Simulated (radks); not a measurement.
Spherical quantum dot in the effective-mass picture: electrons in a parabolic well V = omega^2 r^2 / 2 with omega = 1.46, with a point charge +1 (a donor) at the centre, all in effective atomic units (hartree* = m*/eps^2 hartree, bohr* = eps/m* bohr), one dielectric constant everywhere. Calculated with a radial shooting solver with Libxc functionals: non-relativistic Kohn-Sham, LDA (Slater exchange, Perdew-Wang correlation), spin-polarised, spherical densities. Levels are named by radial order and angular momentum (1s, 1p, 1d, 2s, ...), and open shells are averaged over m. Results are scaled to m* = 0.028 and eps = 16.1, for which hartree* = 2.939 meV and bohr* = 30.43 nm.

N = 4, configuration 1s2 1p(up 2, down 0). This is the lowest configuration that the search found. Occupied and some empty levels:

| level | occupation | eigenvalue (meV) | <r> (nm) |
|---|---|---|---|
| 1s up | 1 | 10.479 | 26.89 |
| 1s down | 1 | 10.856 | 26.60 |
| 1p up | 2 | 15.094 | 38.97 |
| 1p down | 0 | 15.541 | 39.12 |
| 2s up | 0 | 18.381 | 42.21 |
| 2s down | 0 | 18.684 | 42.60 |
| 1d up | 0 | 19.145 | 46.83 |
| 1d down | 0 | 19.557 | 47.19 |
| 1f up | 0 | 23.194 | 53.25 |
| 1f down | 0 | 23.543 | 53.69 |

Energy (meV): total 33.8889, kinetic 17.466, external 3.0287, Hartree 19.566, exchange-correlation -6.1712.

Electron density:

| r (nm) | n(r) (e/nm^3) |
|---|---|
| 1.43 | 0.00004990 |
| 5.01 | 0.00003968 |
| 8.60 | 0.00003189 |
| 12.2 | 0.00002595 |
| 15.8 | 0.00002133 |
| 19.4 | 0.00001763 |
| 23.0 | 0.00001455 |
| 26.5 | 0.00001190 |
| 30.1 | 9.566e-06 |
| 33.7 | 7.513e-06 |
| 37.3 | 5.727e-06 |
| 40.9 | 4.219e-06 |
| 44.5 | 2.994e-06 |
| 48.1 | 2.041e-06 |
| 51.7 | 1.335e-06 |
| 55.2 | 8.399e-07 |
| 58.8 | 5.041e-07 |
| 62.4 | 2.896e-07 |
| 66.0 | 1.592e-07 |
| 69.6 | 8.374e-08 |
